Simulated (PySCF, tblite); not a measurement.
Isomers of C5H11OSi (doublet state), one GFN2-xTB conformer each. Single-point energies are computed at B3LYP/pcH-1 (PySCF, gas phase, no added dispersion term), electronic only. GFN2-xTB treats the open shell by occupation alone, and not every SCF solution was tested for stability.

```tsv
SMILES	GFN2-xTB relative energy (kJ/mol)
[H]/[C]=C\O[SiH2]CCC	34.5
OC[C@@H]1C[CH]C[SiH2]1	57.1
[CH2]CC[SiH2]OC=C	0.0
```

Conformers: `[H]/[C:1]=[CH:2]\[O:3][SiH2:4][CH2:5][CH2:6][CH3:7]` (doublet state) with C1–C2–O3–Si4 0°, C2–O3–Si4–C5 180°, O3–Si4–C5–C6 -178°, Si4–C5–C6–C7 -179°; `[OH:1][CH2:2][C@@H:3]1[CH2:4][CH:5][CH2:6][SiH2:7]1` (doublet state) with H–O1–C2–C3 -54°, O1–C2–C3–C4 -58°, C2–C3–C4–C5 -156°, C3–C4–C5–C6 48°, C4–C5–C6–Si7 -40°, C5–C6–Si7–C3 16°; `[CH2:1][CH2:2][CH2:3][SiH2:4][O:5][CH:6]=[CH2:7]` (doublet state) with H–C1–C2–C3 132° and -51°, C1–C2–C3–Si4 -57°, C2–C3–Si4–O5 -167°, C3–Si4–O5–C6 180°, Si4–O5–C6–C7 1°.

Question: What does B3LYP/pcH-1 give for the same structures?

Answer: 
```tsv
SMILES	B3LYP/pcH-1 E (Eh)	B3LYP/pcH-1 (kJ/mol)	GFN2-xTB (kJ/mol)	point group
[CH2]CC[SiH2]OC=C	-561.85392	0.0	0.0	C1
OC[C@@H]1C[CH]C[SiH2]1	-561.83906	39.0	57.1	C1
[H]/[C]=C\O[SiH2]CCC	-561.83429	51.5	34.5	–
```

Both levels put the same isomer lowest; measured from each level's own lowest isomer, the values differ by up to 18.1 kJ/mol (OC[C@@H]1C[CH]C[SiH2]1: 57.1 against 39.0). Neighbours under 21 kJ/mol apart (OC[C@@H]1C[CH]C[SiH2]1 and [H]/[C]=C\O[SiH2]CCC) can change places with a better method, another conformer or zero-point energy.

Question: What happens when harmonic zero-point energies from GFN2-xTB frequencies are added?

Answer: 
```json
{"SMILES": "[CH2]CC[SiH2]OC=C", "ZPE (kJ/mol)": "367.1", "electronic (kJ/mol)": "0.0", "with ZPE (kJ/mol)": "0.0"}
{"SMILES": "OC[C@@H]1C[CH]C[SiH2]1", "ZPE (kJ/mol)": "377.3", "electronic (kJ/mol)": "39.0", "with ZPE (kJ/mol)": "49.3"}
{"SMILES": "[H]/[C]=C\\O[SiH2]CCC", "ZPE (kJ/mol)": "371.8", "electronic (kJ/mol)": "51.5", "with ZPE (kJ/mol)": "56.3"}
```

The zero-point energies span 10.2 kJ/mol. The order is unchanged.
